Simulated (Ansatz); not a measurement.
Relaxation of BrCl2H2InO (7 atoms, charge 0, multiplicity 1), to a largest force component of 0.03 eV/Å in at most 50 steps.

Computed with RKS PBE/def2-SVP (Ansatz).

```xyz
7
Properties=species:S:1:pos:R:3
In 0.176 -0.661 -0.531
Cl 0.066 0.050 3.029
Cl 2.128 0.472 -1.166
O -1.665 -0.048 -1.059
H -2.318 -0.664 -0.670
Br 0.431 -2.971 0.631
H 0.297 -1.242 2.762
```

**Question.** Where does it end, and by what steps?

**Answer.** The run converged. After 11 steps the energy has fallen by 0.203 eV; Cl2 moved furthest, 0.48 Å. Joined: In1–Cl2 (3.63 → 2.86 Å).

```
step  energy less start (eV)  largest force component (eV/Å)  accepted
   0                  0.0000                           0.839       yes
   1                 -0.0974                           0.542       yes
   2                 -0.1703                           0.427       yes
   3                 -0.1895                           0.248       yes
   4                 -0.1958                           0.239       yes
   5                 -0.2007                           0.226       yes
   6                 -0.2018                           0.166       yes
   7                 -0.2023                           0.123       yes
   8                 -0.2024                           0.103       yes
   9                 -0.2026                           0.067       yes
  10                 -0.2019                           0.072        no
  11                 -0.2027                           0.003       yes
```

```xyz
7
Properties=species:S:1:pos:R:3
In 0.153 -0.615 -0.237
Cl 0.121 0.040 2.550
Cl 2.101 0.478 -0.960
O -1.652 -0.022 -0.898
H -2.309 -0.709 -0.665
Br 0.410 -2.958 0.758
H 0.291 -1.277 2.446
```

Whether the end is a true minimum wasn't checked by a vibrational analysis.

Time of the run: 20 s on 4 threads of Arm Neoverse V1, on a shared host, peak memory 0.19 GiB.
